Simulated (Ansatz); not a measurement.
Reaction (atomization): `[GeH3]/[CH]=[N]/[InH2]` → C• + Ge• + 6 H• + In• + N•

Program: Ansatz. Geometries: PBE0-D4/def2-TZVP. ΔE: electronic, gas phase. CCSD(T)/CBS adds triple-zeta CCSD(T) − MP2 to the extrapolated MP2 energy (def2 sets, frozen cores). This one scheme is used for every species, atoms too. For atomizations the MP2-based limit and the directly extrapolated one differ by several kJ/mol either way, and by 10 to 25 for some Ge, Se and Sn compounds, so smaller differences from it don't rank the levels. Open shells (•) are unrestricted, without spin–orbit coupling. Spin–orbit coupling would lower the free atoms: a little for C; clearly for Ge; strongly for In. Elements past krypton have def2 core potentials. Bonds to Ge, In are less sure, by a few kJ/mol each and by 10 to 20 or more in all where they break to atoms, as the def2 sets lack core-valence functions. Scalar relativity is left out up to krypton.

```json
{"species": "`[GeH3]/[CH]=[N]/[InH2]`", "CCSD(T)/CBS(def2) energy (Eh)": "-2362.21531"}
{"species": "C•", "CCSD(T)/CBS(def2) energy (Eh)": "-37.79194"}
{"species": "Ge•", "CCSD(T)/CBS(def2) energy (Eh)": "-2076.01830"}
{"species": "H•", "CCSD(T)/CBS(def2) energy (Eh)": "-0.50000"}
{"species": "In•", "CCSD(T)/CBS(def2) energy (Eh)": "-189.78701"}
{"species": "N•", "CCSD(T)/CBS(def2) energy (Eh)": "-54.53257"}
```

Problem. Work out ΔE.

Solution. ΔE = 6 × (-0.50000) + (-37.79194) + (-2076.01830) + (-189.78701) + (-54.53257) − (-2362.21531) = 1.08549 Eh = +2850.0 kJ/mol.

Largest T1 diagnostic among the species: 0.015.

The D4 term adds +33.9 kJ/mol with B3LYP and +17.8 kJ/mol with PBE0; it sums over pairs of atoms, weighted by their polarisabilities, and B3LYP, whose exchange is more repulsive, gets the larger term. Leaving LDA and LC-ωPBE aside and taking each functional with its dispersion term where it has one, the values, not all of them listed here, spread over 128.8 kJ/mol, from BHLYP-D4 to B97M-V. LDA lies +418.9 kJ/mol from PBE without D4, its usual overbinding.

B3LYP here is the variant with VWN-RPA as its local correlation; programs differ in this.
